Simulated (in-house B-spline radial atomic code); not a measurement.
Atomic self-consistent-field run: Mg⁺ (an excited or competing configuration). Method: scalar-relativistic (X2C) LC-wPBE, spin-polarised, spherical fractional occupations, exact exchange averaged over the configuration, Fermi nucleus of rms radius 3.057 fm. Calculated with a radial B-spline atomic code at the basis-set limit.

Command:
```bash
python run_scf.py task.json out
```
Settings (nuclear radius in fm, mass in u):
```
Z                12
configuration    [He] 2s2 2p5 3s1 4p1
hamiltonian      x2c
method           lc_wpbe
spin_polarised   True
nucleus          fermi
rms_radius       3.057
atomic_mass      23.98504
speed_of_light   137.035999084
exact_exchange   averaged over the configuration
```

Output (hartree, bohr):
```
 radial grid: 83 intervals, B-splines of order 8, outer radius 60 bohr

 iter        energy (Eh)    residual
    1        -196.690270    1.96e-01
    2        -197.537009    1.07e-01
    3        -197.722372    3.09e-02
    4        -197.738387    9.00e-03
    5        -197.739819    3.91e-03
    6        -197.740117    8.40e-04
    7        -197.740127    1.04e-04
    8        -197.740127    1.06e-05
    9        -197.740127    4.98e-07
   10        -197.740127    2.66e-07
   11        -197.740127    1.95e-07

 total energy                      -197.74013
 kinetic                             198.0380
 electron-nucleus                   -463.7652
 Hartree                              83.1495
 exact exchange                       -1.9159
 exchange-correlation                -13.2465

 orbital      occ     eigenvalue          <r>       <r^2>       <1/r>       <r^4>       r_max
 1s up      1.000       -47.9398     0.130472   0.0229575     11.6659  0.00137108      0.0849
 1s down    1.000       -47.8895     0.130385   0.0229222     11.6713  0.00136594     0.08487
 2s up      1.000        -4.3434      0.67221    0.540332     2.17993    0.541958       0.537
 2s down    1.000        -4.2333     0.676206    0.547149     2.16519    0.557596      0.5391
 2p up      3.000        -3.1285     0.643941    0.524021     2.05661    0.616686      0.4641
 2p down    2.000        -3.0195     0.649277    0.533102      2.0431    0.637365      0.4669
 3s up      1.000        -0.8347      2.29602      6.0213    0.590927     56.7923       2.014
 4p up      1.000        -0.2168      6.78879     51.7778    0.198198     3786.68       6.566
```

Cost of the run: 0.76 s on 1 thread of Arm Neoverse V1, with other jobs on the host.
